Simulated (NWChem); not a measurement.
# C$_{2}$H$_{2}$FI; SMILES F/C=C\I

```xyz
6

F     -0.8535     2.3745     0.0000
C      0.4629     2.1555     0.0000
C      1.0218     0.9365     0.0000
I     -0.0915    -0.8381     0.0000
H      1.0610     3.0837     0.0000
H      2.1136     0.8196     0.0000
```
Atoms are numbered in this order, from 1.

Level: PBE-D3(BJ)/def2-SVP with def2 effective core potentials on I (NWChem), optimised geometry, unscaled harmonic frequencies. def2 effective core potentials on I; no spin-orbit coupling.

```
frequency (cm⁻¹)  IR intensity (km/mol)
----------------  ---------------------
145                                 1.2
396                                18.2
497                                 8.1
701                                 0.5
707                                38.3
844                                 0.3
1026                               53.8
1204                               67.4
1276                               32.5
1664                               80.0
3107                                3.4
3176                                8.3
```

The zero-point energy comes out as 21.1 kcal/mol, the thermal correction to the enthalpy at 298.15 K (with zero-point energy) is 24.4 kcal/mol and the heat capacity Cv comes out as 13.6 cal/(mol K). The entropy at 298.15 K and 1 atm (symmetry number 1) comes out as 73.0 cal/(mol K).

Rigid rotor and harmonic oscillator.
